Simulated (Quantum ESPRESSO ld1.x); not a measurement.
Q: These are the eigenvalues of the occupied orbitals of an atom or ion with whole-number occupations (hartree). Method: non-relativistic Kohn-Sham, PW91, spin-unpolarised, spherical densities, point nucleus; computed with ld1.x of Quantum ESPRESSO 7.5.

| orbital | eigenvalue |
|---|---|
| 1s | -89.1172 |
| 2s | -8.6820 |
| 2p | -6.7072 |
| 3s | -1.4451 |
| 3p | -1.0311 |

Which element is it, and in what charge state? The configuration may be excited.

A: Z = 16, sulfur, charge +2: S2+ in [Ne] 3s2 3p2. The list shows which subshells hold electrons but not how many an open one holds; the 1s level, -89.117 hartree, gives Z - s = 13.4 by -(Z - s)^2/2, which with screening narrows Z to a few neighbours, and the depths of the outer levels then fix element, charge and occupations together.
